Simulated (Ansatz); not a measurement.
Ansatz results at the PBE0-D4/def2-TZVP geometry: HOMO–LUMO gap (PBE0/def2-TZVPP) 5.27 eV; size of the dipole moment (ωB97M-V/def2-TZVPP) 3.56 D; LUMO energy (PBE0/def2-TZVPP) -1.18 eV.

(1) Which molecule gave them?
A. `COC(=S)SC`
B. `CC1CCS1`
C. `B[AsH2]`
D. `CBCBO`

Answers

(1) A. The others give `CBCBO`: 7.42, 2.07, -1.03; `CC1CCS1`: 6.41, 1.88, 0.17; `B[AsH2]`: 5.47, 0.44, -1.95.
